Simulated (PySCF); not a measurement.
Spinor energies of Nb³⁺ (niobium, charge +3)

Start: [Kr] 4d2; 4d5/2 filled at m_j = +3/2, +5/2. Calculated with PySCF 2.14 in x2c-TZVPall-2c: generalised Hartree-Fock with the X2C-1e Hamiltonian and a Gaussian nucleus; one run each with spin-orbit coupling (SO) switched off, then screened by Boettger's factors. This is a chosen level, not necessarily the ground level.

```csv
spinor shell,electrons,"ε, spin-free (eV)","ε, screened SO (eV)",weight of nominal j (screened SO),"rms radius, screened SO (bohr)"
1s1/2,2,-19119.1,-19118.2,1.000,0.0415
2s1/2,2,-2775.4,-2775.2,1.000,0.171
2p1/2,2,-2475.3,-2541.3,1.000,0.149
2p3/2,4,-2475.3,-2444.3,1.000,0.154
3s1/2,2,-521.30,-521.28,1.000,0.471
3p1/2,2,-420.42,-431.59,1.000,0.471
3p3/2,4,-420.42,-415.21,1.000,0.481
3d3/2,4,-255.40,-257.09,0.985,0.471
3d5/2,6,-255.40,-254.28,0.990,0.474
4s1/2,2,-103.33,-103.35,1.000,1.23
4p3/2,4,-73.482,-72.784,0.914,1.37
4p1/2,2,-73.482,-75.049,0.828,1.35
4d5/2,2,-37.325,-37.266,0.881,1.84
```

| quantity | spin-free | screened SO |
| --- | --- | --- |
| E (hartree) | -3815.43275 | -3815.83526 |
| M_J | 4 | 4 |
| ⟨J²⟩ | 20.007 | 20.007 |
| ⟨L²⟩ | 12.006 | 12.030 |
| ⟨S²⟩ | 2.001 | 2.005 |

Each row is a mean over spinors that exchange with the open shell spreads, by up to 6.202 eV (4p3/2).

Rows whose weight is well below 1 are mixtures of j = l ± 1/2: exchange outweighs spin-orbit coupling there, and the label is only the starting occupation.

Breit and QED terms are absent; they matter most for the inner s and p1/2 levels.

Densities and radii are taken from the X2C orbitals without a picture-change correction, which distorts them close to the nucleus.

Without spin-orbit coupling the j labels of p, d and f shells carry no meaning; the spin-free column gives the mean over the occupied spinors of each nl shell.
